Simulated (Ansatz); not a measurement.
Cost and result for the atomization energy of C2H6FInO (11 atoms, 9 bonds).

```csv
atom,x (Å),y (Å),z (Å)
C1,0.6530,0.6227,-1.0519
C2,0.8928,0.3380,0.3999
F3,-0.0828,1.0002,1.1769
In4,-2.4625,-0.1640,1.6809
O5,-1.5102,-1.5006,0.4459
H6,-0.3095,0.2098,-1.3560
H7,1.4341,0.1420,-1.6468
H8,0.6784,1.6953,-1.2552
H9,1.8558,0.7155,0.7515
H10,0.7879,-0.7247,0.6180
H11,-1.9368,-2.3342,0.2370
```

Charge 0, multiplicity 1. Correlated methods include outer-core shells of In, which these sets cover unevenly. In takes the def2 core potential. The bonds changed during the relaxation, so this is another structure than the one it started from. The structure was optimised at the PBE0-D4/def2-TZVP level. It is one conformer, not always the lowest. Program: Ansatz. All runs use 4 threads of an Arm Neoverse V2 on a shared host. Times are those of one run each, without the atoms' runs, and a repeat can differ threefold. Electronic energies, without spin–orbit coupling; frozen cores. CCSD(T)/CBS adds CCSD(T) − MP2 in def2-TZVPP to the MP2 limit, and its time is that of the two runs behind it. T1 = 0.015. With those shells the extrapolation isn't a true limit. B3LYP takes the VWN-RPA correlation (the form of Gaussian; ORCA's B3LYP/G).

CCSD(T)/CBS is a level of theory with its own doubt, some kJ/mol a heavy atom from the limit and from the frozen cores, so smaller differences don't rank the functionals.

| level | functions | wall time | atomization (kJ/mol) | difference from CCSD(T)/CBS | per bond |
| --- | --- | --- | --- | --- | --- |
| PBE-D4/def2-TZVPP (with forces) | 258 | 2.7 s | 3987.0 | 59.8 | 6.6 |
| PBE0-D4/def2-TZVPP | 258 | 3.2 s | 3893.3 | -33.9 | -3.8 |
| r2SCAN-D4/def2-TZVPP (with forces) | 258 | 4.8 s | 3911.2 | -16.0 | -1.8 |
| B3LYP-D4/def2-TZVPP (with forces) | 258 | 5.5 s | 3907.5 | -19.7 | -2.2 |
| B2PLYP/def2-TZVPP | 258 | 7 s | 3868.3 | -58.9 | -6.5 |
| ωB97X-V/def2-TZVPP | 258 | 8 s | 3908.5 | -18.7 | -2.1 |
| ωB97M-V/def2-TZVPP (with forces) | 258 | 13 s | 3912.3 | -14.9 | -1.7 |
| MP2/def2-QZVPP | 490 | 24 s | 3948.5 | 21.3 | 2.4 |
| CCSD(T)/def2-TZVPP | 258 | 5.2 min | 3817.7 | -109.5 | -12.2 |
| CCSD(T)/CBS(def2) | – | 5.6 min | 3927.2 | 0.0 | 0.0 |

In def2-TZVPP, CCSD(T) changes the Hartree–Fock value by +1010.7 kJ/mol (the triples alone add +57.8 kJ/mol) and MP2 by +1076.8 kJ/mol; breaking electron pairs costs correlation energy, which Hartree–Fock lacks. From PBE to PBE0 (25 % exact exchange), in def2-TZVPP and without D4, the atomization energy moves by −90.6 kJ/mol: exact exchange takes away binding that semilocal exchange gives to molecules. The D4 term adds +34.2 kJ/mol with B3LYP and +18.2 kJ/mol with PBE0; it sums over pairs of atoms, weighted by their polarisabilities, and B3LYP, whose exchange is more repulsive, gets the larger term.

Spin–orbit coupling would lower the free In atoms strongly, and the atomization energy with them, by more than many differences here.
